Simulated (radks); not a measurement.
The numbers below are computed, except where a source is named.
Q: Ti+, configuration [Ar] 3d2 4s1. Code: a radial shooting solver on a logarithmic mesh with Libxc functionals. Model: Dirac Kohn-Sham, PBE, spin-unpolarised, spherical densities, point nucleus; open shells fill j = l - 1/2 first. Some entries of the table are withheld. Estimate them.

orbital  occ.  eigenvalue (eV)  <1/r> (bohr^-1)  r(max) (bohr)
1s1/2       2        -4875.426            21.80        0.04555
2s1/2       2        -544.0244            4.559         0.2689
2p1/2       2        -455.2151            4.492            (1)
2p3/2       4        -449.4418            4.435            (2)
3s1/2       2         -69.8883            1.397         0.8698
3p1/2       2         -46.5655            1.271            (3)
3p3/2       4         -45.9085            1.259            (4)
3d3/2       2              (5)              (6)            (7)
3d5/2       0              (8)              (9)           (10)
4s1/2       1         -10.3469           0.4080          2.749

A: 
(1) 2p1/2 r(max) (bohr): 0.2181
(2) 2p3/2 r(max) (bohr): 0.2202
(3) 3p1/2 r(max) (bohr): 0.8982
(4) 3p3/2 r(max) (bohr): 0.9046
(5) 3d3/2 eigenvalue (eV): -11.3839
(6) 3d3/2 <1/r> (bohr^-1): 0.8941
(7) 3d3/2 r(max) (bohr): 0.9778
(8) 3d5/2 eigenvalue (eV): -11.3353
(9) 3d5/2 <1/r> (bohr^-1): 0.8914
(10) 3d5/2 r(max) (bohr): 0.9801
